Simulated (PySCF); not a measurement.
Species: Si(SH)4.
Z-matrix (Å and degrees, PBE0-D3(BJ)/def2-SVP geometry), rows numbered from 1:
```
Si
S   1  2.1359
H   2  1.3529  1   94.48
S   1  2.1359  2  116.49  3    68.26
H   4  1.3530  1   94.25  2    68.87
S   1  2.1372  2  106.27  3   -49.42
H   6  1.3529  1   94.23  2   173.58
S   1  2.1365  2  105.95  3  -174.25
H   8  1.3531  1   94.45  2    47.30
```

Hirshfeld charges (e) from the PBE0/pcSseg-1 density (PySCF), one withheld:

| atom | bonded to | charge |
| --- | --- | --- |
| Si1 | S2 S4 S6 S8 | ? |
| S2 | Si1 H3 | -0.1276 |
| H3 | S2 | +0.0643 |
| S4 | Si1 H5 | -0.1280 |
| H5 | S4 | +0.0637 |
| S6 | Si1 H7 | -0.1280 |
| H7 | S6 | +0.0638 |
| S8 | Si1 H9 | -0.1276 |
| H9 | S8 | +0.0639 |

(1) What is the charge on Si1?

(2) Add each hydrogen's charge to the atom that carries it.

(3) Across which bond do the charges differ most?

(4) Take the bonds between elements whose Pauling electronegativities differ by more than 0.25. In how many does the more electronegative atom carry the lower charge?

(5) How much positive and how much negative charge does this set hold in all?

Answers

(1) The charges add up to the total charge, 0. The others sum to -0.2555, which leaves +0.2555 e for Si1 (silicon bonded to 4 S).

(2) S2 -0.0633, S4 -0.0643, S6 -0.0642, S8 -0.0637. Atoms without hydrogen keep their charges.

(3) Si1–S4: +0.2555 on Si1 against -0.1280 on S4, a difference of 0.3835 e (Si1–S6, Si1–S2 and Si1–S8 within 0.003 e of it). The lower charge is on the more electronegative element of the two (Pauling values: S 2.58, Si 1.90).

(4) In 8 of 8.

(5) +0.5112 e on 5 atoms and -0.5112 e on 4.

The Hirshfeld scheme divides the density at each point in proportion to the densities of the neutral, spherically averaged free atoms. Geometry: PBE0-D3(BJ)/def2-SVP; no solvent, vibrations or thermal averaging.

These values come from a run that also computed NMR shieldings. On Intel Xeon at 2.50 GHz, one thread, no GPU, shared host with 64 logical CPUs at a one-minute load of 62, this took 48 s (grids of density and orbitals included) and 0.75 GiB of memory at its peak.
